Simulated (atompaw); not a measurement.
**Varying the PAW (atompaw) potential for P**

Base potential:

P, PAW, made with atompaw 4.2.0.5 (PBE, scalar-relativistic). Core [Ne], reference 3s1.5 3p3.5. Waves: 3s (bound): rc 1.50 bohr; 3s channel at -0.75 Ry: rc 1.50 bohr; 3p (bound): rc 1.50 bohr; 3p channel at 0.45 Ry: rc 1.50 bohr. Local part: bessel scheme, radius 1.05 bohr. Core correction: smooth core density matched at 1.05 bohr. Augmentation charge: besselshape compensation charge, radius 1.20 bohr; PAW radius 1.50 bohr; waves and projectors: custom rrkj vanderbiltortho.

Cutoffs, loose and tight: the cutoffs (Ry, on a coarse ladder) from which the occupation-weighted sum of valence levels, in a spherical-Bessel basis at the reference potential, stays within 10 and 1 mRy of its value at 400 Ry. They see the waves, projectors and local potential, not the compensation charge or the core. A dash means not determined.

A true bound ghost makes a file unfit for plane-wave use even where its test errors are small: the radial tests pick states by their node count and pass the ghost by.

```csv
change,outcome,"cutoff, loose","cutoff, tight",bound ghosts
base,generated,12 Ry,21 Ry,none
"all radii scaled by about 0.76 (s 1.14, p 1.14 bohr); local potential bessel scheme, radius 0.80 bohr; augmentation besselshape compensation charge, radius 0.92 bohr; PAW radius 1.14 bohr; waves and projectors: custom rrkj vanderbiltortho; core correction smooth core density matched at 0.80 bohr",generated,80 Ry,140 Ry,"s, p"
"all radii scaled by about 0.87 (s 1.30, p 1.30 bohr); local potential bessel scheme, radius 0.92 bohr; augmentation besselshape compensation charge, radius 1.04 bohr; PAW radius 1.30 bohr; waves and projectors: custom rrkj vanderbiltortho; core correction smooth core density matched at 0.92 bohr",generated,21 Ry,35 Ry,"s, p"
"all radii scaled by about 0.93 (s 1.40, p 1.40 bohr); local potential bessel scheme, radius 0.98 bohr; augmentation besselshape compensation charge, radius 1.12 bohr; PAW radius 1.40 bohr; waves and projectors: custom rrkj vanderbiltortho; core correction smooth core density matched at 0.98 bohr",generated,18 Ry,30 Ry,none
"all radii scaled by about 1.07 (s 1.60, p 1.60 bohr); local potential bessel scheme, radius 1.12 bohr; augmentation besselshape compensation charge, radius 1.28 bohr; PAW radius 1.60 bohr; waves and projectors: custom rrkj vanderbiltortho; core correction smooth core density matched at 1.12 bohr",generated,12 Ry,25 Ry,none
"all radii scaled by about 1.13 (s 1.70, p 1.70 bohr); local potential bessel scheme, radius 1.18 bohr; augmentation besselshape compensation charge, radius 1.36 bohr; PAW radius 1.70 bohr; waves and projectors: custom rrkj vanderbiltortho; core correction smooth core density matched at 1.18 bohr",generated,12 Ry,25 Ry,none
"all radii scaled by about 1.16 (s 1.74, p 1.74 bohr); local potential bessel scheme, radius 1.22 bohr; augmentation besselshape compensation charge, radius 1.38 bohr; PAW radius 1.74 bohr; waves and projectors: custom rrkj vanderbiltortho; core correction smooth core density matched at 1.22 bohr",generated,12 Ry,25 Ry,none
"all radii scaled by about 1.21 (s 1.82, p 1.82 bohr); local potential bessel scheme, radius 1.28 bohr; augmentation besselshape compensation charge, radius 1.46 bohr; PAW radius 1.82 bohr; waves and projectors: custom rrkj vanderbiltortho; core correction smooth core density matched at 1.28 bohr",generated,15 Ry,21 Ry,none
"all radii scaled by about 1.29 (s 1.94, p 1.94 bohr); local potential bessel scheme, radius 1.36 bohr; augmentation besselshape compensation charge, radius 1.54 bohr; PAW radius 1.94 bohr; waves and projectors: custom rrkj vanderbiltortho; core correction smooth core density matched at 1.36 bohr",generated,15 Ry,21 Ry,none
```

Task: What comes out with this change to the base: all radii scaled by about 0.81 (s 1.22, p 1.22 bohr); local potential bessel scheme, radius 0.86 bohr; augmentation besselshape compensation charge, radius 0.98 bohr; PAW radius 1.22 bohr; waves and projectors: custom rrkj vanderbiltortho; core correction smooth core density matched at 0.86 bohr?

Result: outcome: generated; cutoff, loose: 35 Ry; cutoff, tight: 45 Ry; bound ghosts: s, p.

Reading the sweep of the scale of all radii (base = 1) (base included, trends over the rows without a ghost): The loose cutoff is not monotonic: lowest 12 Ry at 1, highest 18 Ry at 0.93. Bound ghosts are found at 0.76, 0.81, 0.87.
